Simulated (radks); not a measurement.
Charge is removed step by step from the 3d (averaged over the sub-levels emptied) level of the vanadium ion V2+, starting from [Ar] 3d3. Method: Dirac Kohn-Sham, BLYP, spin-unpolarised, spherical densities, point nucleus; open shells are shared between the two j in proportion to 2j + 1; computed with a radial shooting solver on a logarithmic mesh with Libxc functionals.

removed (e),E - E(0) (eV),eigenvalue (eV),E minus straight line (eV)
0,0.000,-21.332,0.000
0.25,5.782,-24.957,-1.442
0.5,12.495,-28.774,-1.953
0.75,20.184,-32.771,-1.487
1,28.894,-36.938,0.000

Removing the whole electron costs 28.894 eV by Delta-SCF, against 21.332 eV from minus the eigenvalue at the starting occupation. Slater's transition state (half an electron removed) gives 28.774 eV. Integrating minus the eigenvalue over the occupation (Janak's theorem) gives 28.894 eV. The mean slope of the eigenvalue, de/dn, is 15.6 eV per electron. Ionisation energy of V2+ in the NIST Atomic Spectra Database: 29.311 eV (measured).

Beside tabulated values, note that spin-unpolarised runs miss the spin-polarisation part of the exchange energy of open shells.
